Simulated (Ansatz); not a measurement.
`Cl[Si](Cl)(Cl)I` + `CC(C)N` → `CC(C)N[Si](Cl)(Cl)Cl` + HI at 600 K and 1 bar (ligand exchange at the Si–I bond).

Computed with Ansatz on PBE0-D4/def2-TZVP structures; ΔE is electronic, products minus reactants. CCSD(T)/CBS is the MP2 limit (def2-TZVPP, def2-QZVPP) plus CCSD(T) − MP2 in def2-TZVPP, frozen cores. Elements past krypton have def2 core potentials. For I outer-core shells are correlated without core-valence functions, which leaves a few kJ/mol of doubt a bond. Each species was taken in one conformer, which may not be the lowest.

| species | CCSD(T)/CBS energy (Eh) | H − E (kJ/mol) | S (J/(mol·K)) |
| --- | --- | --- | --- |
| `Cl[Si](Cl)(Cl)I` | -1966.04944 | 67.8 | 433.5 |
| `CC(C)N` | -174.28253 | 372.6 | 384.6 |
| `CC(C)N[Si](Cl)(Cl)Cl` | -1842.29631 | 401.0 | 601.7 |
| HI | -298.03592 | 31.6 | 227.0 |

H − E and S are ideal-gas, rigid-rotor, harmonic terms from PBE0-D4/def2-TZVP, for one conformer and one mirror image of each species. 1 Eh = 2625.50 kJ/mol, R = 8.31446 J/(mol·K).

Question: By hand: ΔE, ΔH, ΔS and ΔG.

Answer: ΔE = (-1842.29631) + (-298.03592) − (-1966.04944) − (-174.28253) = -0.00026 Eh = -0.7 kJ/mol. Δ(H − E) = 401.0 + 31.6 − 67.8 − 372.6 = -7.8, so ΔH = -8.5 kJ/mol. ΔS = 601.7 + 227.0 − 433.5 − 384.6 = 10.6 J/(mol·K). ΔG = -8.5 − 600 × (10.6)/1000 = -14.9 kJ/mol.

Question: By hand: the equilibrium constant, and the temperature at which ΔG would vanish if ΔH and ΔS stayed fixed.

Answer: log₁₀ K = −ΔG/(RT ln 10) = 1.3. ΔH and −TΔS have one sign here, so there is no such temperature.

TΔS isn't small against ΔH here. A doubt of 5 kJ/mol in ΔE shifts log₁₀ K by 0.4 here. Other conformers and mirror images would add mixing entropy, several J/(mol·K) or more a flexible species. Modes under 60 cm⁻¹, often nearly free rotors, make the harmonic entropy too high. These are equilibria of isolated gas molecules and say nothing of rates. Largest T1 diagnostic: 0.009 (customary marks: 0.02 for closed shells, 0.045 for open ones).

ΔS is within the doubt of such terms, so its sign, and with it that verdict, could turn.
